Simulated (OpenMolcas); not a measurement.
Ne+: the spin-orbit constant, thermal populations, worked from levels

| Property | Result |
| --- | --- |
| Program | OpenMolcas |
| Basis | ANO-RCC-VTZP [4s3p2d1f] |
| Scalar Hamiltonian | DKH2, point nucleus |
| Active space | 7 electrons in 4 orbitals (2s 2p) |
| State averaging | 2S+1 = 2 odd, 3 roots; 2S+1 = 2 even, 1 root |
| Spin-orbit coupling | state interaction with AMFI integrals over the reference wave functions, term energies averaged over their components |

Methods: CASSCF; SS-CASPT2, IPEA 0.25 Eh, imaginary shift 0.1 Eh (closed shells correlated: 1s). Measured levels: NIST Handbook of Basic Atomic Spectroscopic Data.

**The spin-orbit constant.** For the Hund term 2P* of p5, E(J) = (A/2) J(J+1) + constant and ζ = -2S·A = -A. From J = 1/2 to J = 3/2 the energy changes by 1.5 A.

```
   Source  E(3/2) - E(1/2)       A    ζ
   CASSCF           -772.9  -515.3  515
SS-CASPT2           -772.9  -515.3  515
 measured           -780.3  -520.2  520
```

All in cm-1. SS-CASPT2 is off by -0.9 % and CASSCF by -0.9 %. Both methods take the spin-orbit matrix elements from the reference wave functions, so the second can move ζ only through the term energies and any multistate remixing.

**Thermal populations.** Z = Σ (2J + 1) exp(-E/kT) with k = 0.695035 cm-1/K, over the levels below. No other level of either list lies under 90000 cm-1, which is above 7 kT at each temperature.

```csv
Level,2J + 1,SS-CASPT2,measured
2s2 2p5 2P* 3/2,4,0.0,0.0
2s2 2p5 2P* 1/2,2,773,780
```

| T (K) | Z, SS-CASPT2 | Z, measured levels | Ground level (%), SS-CASPT2 | Ground level (%), measured levels |
| --- | --- | --- | --- | --- |
| 5000 | 5.601 | 5.598 | 71.4 | 71.5 |
| 8000 | 5.740 | 5.738 | 69.7 | 69.7 |
| 12000 | 5.823 | 5.821 | 68.7 | 68.7 |

At 12000 K, kT = 8340 cm-1, and the computed levels give Z = 4.000 + 1.823 = 5.823.

Without dynamic correlation excited terms often stand tens of per cent too high (terms of higher spin than the ground term too low), and those without a measured partner can miss by more than the paired ones (holds for CASSCF). Measured partners are found by configuration, term and J. A level has none where our copy of the source lacks it or the pairing is in doubt (some pairs that miss far off the trend of their configuration count as doubtful), and it then counts in no deviation. Only configurations of the active space appear.

* marks odd parity.
